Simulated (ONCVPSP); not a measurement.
## Which setting gave this result? (Sc, ONCV)

Base potential:

- Element: Sc (Z = 21)
- Generator: ONCVPSP 4.0.1
- Type: optimised norm-conserving Vanderbilt (ONCV)
- Functional: LDA (Perdew-Wang 92)
- Relativity: scalar-relativistic
- Frozen core: [Ne]
- Valence charge: 11
- Reference configuration: 3s2 3p6 3d1 4s1.5 4p0.5
- Partial waves: 3s+4s: rc 1.60 bohr, ncon 4, nbas 7, qcut 9.5 1/bohr, 2 projectors; 3p+4p: rc 2.15 bohr, ncon 4, nbas 8, qcut 7.1 1/bohr, 2 projectors; 3d: rc 1.45 bohr, ncon 4, nbas 8, qcut 6.3 1/bohr, 2 projectors, debl 1.7 Ha
- Local potential: polynomial inside 0.95 bohr (lpopt 5, dvloc0 0 Ha)
- Core correction: Teter function, fcfact 5.25, rcfact 1.3

Cutoffs, loose and tight: the cutoffs (Ha) at which the residual kinetic energy of the hardest occupied pseudo-wave falls to 1 and 0.1 mHa per electron. They do not see the model core or the augmentation charge, which bear on the density cutoff. Test errors are all-electron minus pseudo excitation energies from the reference, over the configurations 3s2 3p6 3d1 4s2 4p0; 3s2 3p6 3d1 4s1 4p0; 3s2 3p6 3d1 4s0 4p0; 3s2 3p6 3d0 4s0 4p0; variants that change the core or the reference have their own tests. The largest error is taken over the tests solved by every variant that gives reliable tests at all, those not shown here included: 3s2 3p6 3d1 4s0 4p0; 3s2 3p6 3d1 4s1 4p0; 3s2 3p6 3d1 4s2 4p0.

Only the qcut of the d channel is moved (1 further runs of the sweep failed or gave no value and are left out):

```
qcut of the d channel (1/bohr)  cutoff, loose  cutoff, tight  bound ghosts  largest test error (meV)
                           4.6         113 Ha         147 Ha          none                      -1.2
                           5.1         111 Ha         143 Ha          none                      -1.2
                           6.5          99 Ha         117 Ha          none                      -1.1
                           7.4          43 Ha         108 Ha          none                      -1.0
                           8.2          31 Ha          77 Ha          none                      -0.9
                           8.6          33 Ha          47 Ha          none                      -0.9
                           9.4          36 Ha          41 Ha          none                      -0.9
```

Q: One more run gave cutoff, loose: 106 Ha; cutoff, tight: 123 Ha; bound ghosts: none; largest test error (meV): -1.1. Which value of the qcut of the d channel was used?

A: 5.9 1/bohr. The tight cutoff moves one way along this sweep, from 147 Ha at 4.6 to 41 Ha at 9.4 1/bohr, which places the run between 5.1 and 6.5 1/bohr.
